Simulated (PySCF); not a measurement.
## Two-component Hartree-Fock for Se²⁺ (selenium, charge +2)

Start: [Ar] 3d10 4s2 4p2; 4p3/2 filled at m_j = +1/2, +3/2. Calculated with PySCF 2.14 in x2c-TZVPall-2c: generalised Hartree-Fock with the X2C-1e Hamiltonian and a Gaussian nucleus; one run each with spin-orbit coupling (SO) switched off, then screened by Boettger's factors. This is a chosen level, not necessarily the ground level.

```
spinor shell  electrons  ε, spin-free (eV)  ε, screened SO (eV)  weight of nominal j (screened SO)  rms radius, screened SO (bohr)
       1s1/2          2           -12760.6             -12760.3                              1.000                          0.0508
       2s1/2          2            -1719.3              -1719.3                              1.000                           0.212
       2p1/2          2            -1509.9              -1538.5                              1.000                           0.187
       3s1/2          2            -273.48              -273.49                              1.000                           0.612
       3p1/2          2            -205.54              -209.79                              0.998                           0.629
       3p3/2          4            -205.54              -203.54                              0.999                           0.639
       3d3/2          4            -93.275              -93.872                              0.980                           0.692
       3d5/2          6            -93.275              -92.913                              0.987                           0.694
       4s1/2          2            -42.769              -42.788                              0.999                            1.84
       4p3/2          2            -31.370              -31.298                              0.739                            2.13
```

Q: Where does 2p3/2 lie, and what is the 2p spin-orbit splitting (screened SO)?

A: At -1496.2 eV, 42.366 eV above 2p1/2.

```tsv
quantity	spin-free	screened SO
E (hartree)	-2426.92304	-2427.03394
M_J	2	2
⟨J²⟩	6.008	6.004
⟨L²⟩	2.006	2.157
⟨S²⟩	2.002	1.932
```

Each row is a mean over spinors that exchange with the open shell spreads, by up to 5.711 eV (4s1/2).

Rows whose weight is well below 1 are mixtures of j = l ± 1/2: exchange outweighs spin-orbit coupling there, and the label is only the starting occupation.

Without spin-orbit coupling the j labels of p, d and f shells carry no meaning; the spin-free column gives the mean over the occupied spinors of each nl shell.
